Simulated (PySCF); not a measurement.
# Stretching BeGe⁺

Set-up: PySCF, no relativity, basis sets Be pcseg-1, Ge pcseg-1. Energies in eV from Be + Ge⁺ in their ground configurations at the same level. State: ²Π (doublet), unpaired electrons π ↑.

```tsv
R (Å)	PBE0
2.038	-1.533
2.133	-1.758
2.228	-1.878
2.299	-1.919
2.370	-1.928
2.441	-1.915
2.536	-1.872
2.654	-1.793
2.797	-1.676
2.986	-1.507
```

Task: Put a parabola through the three lowest points of the PBE0 curve and estimate Re, k and ωe (reduced mass 8.033 u; 1 eV/Å² = 0.16022 mdyn/Å; ωe = 1302.8·√(k/μ) cm⁻¹).

Result: Through R = 2.299, 2.37, 2.441 Å the second-order coefficient is 2.18 eV/Å², so Re ≈ 2.364 Å, k ≈ 0.699 mdyn/Å and ωe ≈ 384 cm⁻¹. A polynomial fit of higher order to the unrounded PBE0 energies gives Re = 2.361 Å, k = 0.750 mdyn/Å, ωe = 398 cm⁻¹; anharmonicity and rounding make the difference.

The higher-order fit for each curve: PBE0: Re = 2.361 Å, ωe = 398 cm⁻¹, De = 1.93 eV.

Spin–orbit coupling is left out. For an ion De counts to the pair picked by the measured ionisation energies or electron affinities, which need not be the lowest pair at this level. The state is the lowest determinant that a PBE0 search found; another state may lie lower at other levels.
